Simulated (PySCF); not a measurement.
C6H8, SMILES C#C[C@H](C)C=C. Atoms are numbered in the order given.

```xyz
14

C     -1.6471     1.9054     0.1456
C     -0.9404     0.9561    -0.1118
C     -0.0937    -0.2040    -0.4002
C     -0.9152    -1.5008    -0.3922
C      1.0508    -0.2766     0.5799
C      2.3388    -0.2680     0.2416
H     -2.2698     2.7516     0.3687
H      0.3307    -0.0655    -1.4106
H     -1.3407    -1.6839     0.6060
H     -0.2751    -2.3543    -0.6587
H     -1.7461    -1.4410    -1.1098
H      0.7607    -0.3541     1.6349
H      2.6549    -0.1838    -0.8033
H      3.1265    -0.3417     0.9957
```

Geometry: PBE0-D3(BJ)/def2-SVP. The structure was generated by enumeration; whether it is a known compound was not checked. One conformer was computed; it need not be the lowest.

Two levels are set side by side: PBE/pcSseg-1 (PySCF) and PBE0/pcSseg-1 (PySCF). GIAO shifts against TMS (¹H), TMS (¹³C) at the same level; non-relativistic, no solvent, atoms listed together averaged. Differences are taken from unrounded values.

```
quantity                  PBE0    PBE  PBE minus PBE0
-----------------------  -----  -----  --------------
δ(¹³C) of C1 (ppm)        78.1   74.8            -3.3
δ(¹³C) of C2 (ppm)        91.2   90.2            -1.0
δ(¹³C) of C3 (ppm)        36.4   39.3             3.0
δ(¹³C) of C4 (ppm)        26.3   26.8             0.5
δ(¹³C) of C5 (ppm)       152.1  150.9            -1.1
δ(¹³C) of C6 (ppm)       124.3  122.1            -2.2
δ(¹H) of H7 (ppm)         2.32   2.14           -0.17
δ(¹H) of H8 (ppm)         3.14   3.24            0.11
δ(¹H) of H12 (ppm)        6.19   6.17           -0.02
δ(¹H) of H13, H14 (ppm)   5.57   5.50           -0.08
```

Rough cost on one machine, each run with all the roots and properties that it gave: PBE0 against PBE within a factor of 2.
